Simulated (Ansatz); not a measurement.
C$_{2}$H$_{5}$ClGe (`Cl[CH]1[CH2][GeH2]1`), relaxed with RKS PBE-D4/def2-SVP in the Gaussian-basis code of Ansatz from a rough embedded geometry. The force threshold is 0.03 eV/Å; the program also tests the step.

Total charge 0; spin multiplicity 1.

Start:

```xyz
9

Cl   -0.404   -0.408   -2.264
C    -0.740    0.188   -0.652
C    -0.351   -0.730    0.379
Ge    0.938    0.765    0.300
H    -1.631    0.834   -0.429
H    -0.973   -0.694    1.330
H     0.080   -1.719    0.093
H     0.810    1.625    1.550
H     2.271    0.141   -0.307
```

How much energy does the relaxation release, and in how many steps? (An estimate is asked.)

The calculation gave: 9.26 kcal/mol, in 7 steps.

Which bonds change most? (Best estimate.)

The calculation gave: C2–C3 from 1.434 to 1.525 Å; Ge4–H9 from 1.592 to 1.533 Å; C2–Ge4 from 2.013 to 1.972 Å; C3–H6 from 1.137 to 1.103 Å.

Give the relaxed structure. (Best estimate.)

Ansatz gave: 
```xyz
9

Cl   -0.569   -0.357   -2.324
C    -0.651    0.210   -0.638
C    -0.359   -0.803    0.465
Ge    0.970    0.652    0.393
H    -1.534    0.855   -0.491
H    -1.085   -0.870    1.292
H     0.012   -1.785    0.125
H     0.896    1.791    1.423
H     2.320    0.307   -0.247
```
